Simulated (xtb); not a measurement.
COS (SMILES O=C=S), singlet, geometry from GFN2-xTB.

Input for xtb:
```
$ xtb mol.xyz --gfn 1 --etemp 10000 --json

# file mol.xyz
3

O     -0.00000000    -0.00000000    -1.66686897
C     -0.00000000    -0.00000000    -0.51282480
S      0.00000000     0.00000000     1.02574379
```

**Question.** What does this run give for the HOMO-LUMO gap, dipole moment?

**Answer.** 
The HOMO-LUMO gap is 5.34 eV and the dipole moment is 1.66 D.
